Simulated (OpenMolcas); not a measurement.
# Levels of Co5+ by method

- Program: OpenMolcas
- Basis: ANO-RCC-VTZP [6s5p3d2f1g]
- Scalar Hamiltonian: DKH3, point nucleus
- Active space: 4 electrons in 5 orbitals (3d)
- State averaging: 2S+1 = 5 even, 5 roots; 2S+1 = 3 even, 45 roots (0 in the spin-orbit step); 2S+1 = 1 even, 50 roots (0 in the spin-orbit step)
- Spin-orbit coupling: state interaction with AMFI integrals over the reference wave functions, term energies averaged over their components

Methods on the same reference wave functions:
A. CASSCF
B. SS-CASPT2, IPEA 0.25 Eh, imaginary shift 0.1 Eh (closed shells correlated: 3s 3p)

Energies in cm⁻¹ above 3d⁴ ⁵D₀, the measured ground level; measured values from Sugar and Corliss, J. Phys. Chem. Ref. Data 10, 1097 (1981).

```
  Level     A     B  Measured
3d⁴ ⁵D₀   0.0   0.0       0.0
3d⁴ ⁵D₁   194   194       204
3d⁴ ⁵D₂   582   582       589
3d⁴ ⁵D₃  1163  1163      1125
3d⁴ ⁵D₄  1938  1938      1782
```

Deviations, from unrounded energies. A percentage is the sum of absolute deviations over the sum of measured energies, with the sign that they share, or ± where signs differ.

```tsv
Against measurement	Levels	A	B
mean absolute deviation (cm-1)	4	53	53
fine structure of the ground term (%)	4	±5.8	±5.8
```

A, B lie about equally close to measurement. The largest miss of A in the table is 3d⁴ ⁵D₄, by +160 cm-1. The ranking rests on the paired levels alone, and a cruder setting can come out closer through cancelling errors.

The lowest spin-free term lies below A's lowest term by 0.301 hartree in B.

CASPT2 breaks the degeneracy within a term, and the mean is taken; among the terms shown or strongly mixed into the levels shown the widest spread is 13 cm-1 (3d⁴ ⁵D, B). Some high roots are left out of the spin-orbit mixing, which shifts the levels that they would mix with. Without dynamic correlation excited terms often stand tens of per cent too high (terms of higher spin than the ground term too low), and those without a measured partner can miss by more than the paired ones (holds for A). Measured partners are found by configuration, term and J. A level has none where our copy of the source lacks it or the pairing is in doubt (some pairs that miss far off the trend of their configuration count as doubtful), and it then counts in no deviation. Only configurations of the active space appear.
